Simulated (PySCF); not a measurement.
Al(Me)(F) (CH3AlF), SMILES [CH3][Al+][F], charge +1. Atoms are numbered in the order given.

```xyz
6

Al     0.0000     0.0000     0.1209
C      0.0000     0.0000    -1.7808
H      0.8943    -0.5163    -2.1394
H      0.0000     1.0326    -2.1394
H     -0.8943    -0.5163    -2.1394
F      0.0000     0.0000     1.7257
```
Charge +1, spin multiplicity 1.

Coordinates come from a ωB97X-D3(BJ)/def2-TZVP optimisation. The multiplicity is an assumed one; other spin states were not compared. The isomer is the one that the SMILES or the coordinates give; other isomers of the formula were not compared.

Computed with TDDFT-PBE/def2-SVPD run with PySCF 2.14.0.

Vertical excitations; the highest root listed may be one member of a degenerate set. Gas-phase values at a fixed geometry. State labels are in the subgroup Cs.

Computed UV-visible absorptions:
```tsv
state	symmetry	energy (eV)	λ (nm)	f	main pairs
S1	A'	7.15	173	0.260	HOMO→LUMO 89 %
S2	A"	7.30	170	0.001	HOMO−1→LUMO (degenerate set)
S3	A'	7.30	170	0.001	HOMO−2→LUMO (degenerate set)
S4	A"	7.50	165	0.012	HOMO−3→LUMO (degenerate set)
S5	A'	7.50	165	0.012	HOMO−4→LUMO (degenerate set)
S6	A'	7.75	160	0.119	HOMO→LUMO+1 (degenerate set)
S7	A"	7.75	160	0.119	HOMO→LUMO+2 (degenerate set)
S8	A"	8.48	146	0.000	HOMO−1→LUMO+1 50 %, HOMO−2→LUMO+2 50 %
S9	A'	8.55	145	0.002	HOMO−2→LUMO+1, HOMO−1→LUMO+2 (degenerate set)
S10	A"	8.55	145	0.002	HOMO−2→LUMO+2, HOMO−1→LUMO+1 (degenerate set)
T1	A'	5.37	231	0	HOMO→LUMO 99 %
T2	A'	6.69	185	0	HOMO→LUMO+1 (degenerate set)
T3	A"	6.69	185	0	HOMO→LUMO+2 (degenerate set)
T4	A"	7.01	177	0	HOMO−1→LUMO 95 %
```
Triplets are in the Tamm–Dancoff approximation, which puts them higher than full response would, so one can lie above its singlet here.
